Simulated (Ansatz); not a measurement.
Two isomers of CH5ClO2Si: A = `O[SiH2]C(O)Cl`, B = `CO[SiH](O)Cl`.

Computed with Ansatz on PBE0-D4/def2-TZVP structures; ΔE is electronic, products minus reactants. CCSD(T)/CBS is the MP2 limit (def2-TZVPP, def2-QZVPP) plus CCSD(T) − MP2 in def2-TZVPP, frozen cores. DFT in def2-TZVPP. B3LYP here is the variant with VWN-RPA as its local correlation; programs differ in this. One conformer a species, not always the lowest.

A:

Z-matrix (Å, degrees):
```
Si
C 1 1.901
O 1 1.640 2 109.5
H 1 1.481 2 109.7 3 -116.3
H 1 1.483 2 106.2 3 123.0
Cl 2 1.840 1 105.1 3 -53.8
O 2 1.374 1 110.1 3 -174.4
H 2 1.094 1 113.5 3 57.6
H 3 0.960 1 115.9 2 54.9
H 7 0.963 2 110.1 1 -173.6
```

B:

```xyz
10

C     0.057   -1.236    1.081
O     0.247   -0.649   -0.189
Si    0.167    0.932   -0.544
O     0.229    1.120   -2.153
Cl   -1.590    1.675    0.232
H    -0.918   -0.968    1.498
H     0.106   -2.319    0.961
H     0.839   -0.926    1.781
H     1.274    1.717    0.027
H    -0.412    0.655   -2.694
```

Task: Which isomer does CCSD(T)/CBS put lower? Give the gap. (Estimate.)

Result: The calculation gave: B, by 66.7 kcal/mol.

Task: Give E(B) − E(A) in kcal/mol with ωB97M-V, PBE-D4, B3LYP-D4, r2SCAN-D4, MP2/def2-TZVPP, CCSD(T)/def2-TZVPP, B3LYP. (Best estimate.)

Result: Computed: ωB97M-V -66.2, PBE-D4 -61.0, B3LYP-D4 -65.6, r2SCAN-D4 -65.9, MP2/def2-TZVPP -68.2, CCSD(T)/def2-TZVPP -66.4, B3LYP -65.8. None reverses the order clearly.

Largest T1 diagnostic: 0.011.

In def2-TZVPP, CCSD(T) changes the Hartree–Fock value by +5.9 kcal/mol (the triples alone add +1.2 kcal/mol) and MP2 by +4.1 kcal/mol. From PBE to PBE0 (25 % exact exchange), in def2-TZVPP and without D4, E(B) − E(A) moves by −3.2 kcal/mol.
